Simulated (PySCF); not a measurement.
## A small calculation by hand: dipole moment from atomic charges

Ga(H)(Br)(OMe) (CH4BrGaO), SMILES C[O][GaH][Br]. Atoms are numbered in the order given.

```xyz
8

Ga    -0.8437    -0.4987     0.0000
H     -2.3872    -0.5556     0.0000
Br     0.3663     1.4585     0.0000
O      0.1102    -1.9948     0.0000
C      1.5207    -2.1045     0.0000
H      1.8454    -2.6641     0.8939
H      1.8454    -2.6641    -0.8939
H      2.0264    -1.1222     0.0000
```
Charge 0, spin multiplicity 1.

The structure is a stationary point at TPSSh-D3(BJ)/def2-SVP. The structure was generated by enumeration; whether it is a known compound was not checked. One conformer was computed; it need not be the lowest.

Charges (e) from PBE/def2-TZVP run with PySCF:

| atom | ESP fit | Mulliken |
|---|---|---|
| Ga1 | 0.575 | 0.434 |
| H2 | -0.108 | -0.017 |
| Br3 | -0.238 | -0.267 |
| O4 | -0.375 | -0.305 |
| C5 | -0.028 | -0.204 |
| H6 | 0.068 | 0.120 |
| H7 | 0.068 | 0.120 |
| H8 | 0.040 | 0.120 |

The dipole moment of the full density is 0.72 D.

What dipole moment does each set of point charges give, and which comes closer to that of the density?


μ = Σ q r, and 1 e Å = 4.8032 D.
ESP fit: Σ q r = (-0.066, -0.174, 0.000) e Å, |μ| = 0.89 D.
Mulliken: Σ q r = (-0.081, -0.333, 0.000) e Å, |μ| = 1.65 D.
ESP fit comes closer in size. Point charges leave out the atoms' own dipoles (lone pairs, polarised bonds); fits to the potential absorb them, partitions of the density don't.
